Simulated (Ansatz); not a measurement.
Reaction (SMILES): [GeH3] (GeH3) → Ge atom + 3 H atom
B3LYP-D3(BJ)/def2-TZVP geometries, fixed; electronic energies without zero-point terms.

Basis-set convergence of the atomisation energy at PBE with Ansatz (a quantum-chemistry and plane-wave program). Cartesian d functions, on some or all atoms, in 6-31G*; all else is spherical. The program fits the integrals of some runs and decomposes those of others, by size. Open shells are unrestricted. No added dispersion term, no relativity. Functions are those of the species that has most. Reference: the value in aug-cc-pV5Z, 200.78 kcal/mol, itself unsure by roughly 0.41 kcal/mol (its mean distance from pcseg-4, aug-pcseg-3, aug-cc-pVQZ). Deviations are taken from unrounded values.

```csv
basis,functions,atomisation energy (kcal/mol),minus reference (kcal/mol)
6-31G*,41,197.94,-2.85
pcseg-1,42,199.35,-1.43
def2-SVPD,62,201.33,0.55
cc-pVTZ,85,200.55,-0.23
pcseg-2,85,200.14,-0.65
def2-TZVPPD,105,201.59,0.80
pcseg-3,167,200.28,-0.50
aug-cc-pVQZ,231,201.05,0.27
aug-cc-pV5Z,380,200.78,0.00
```
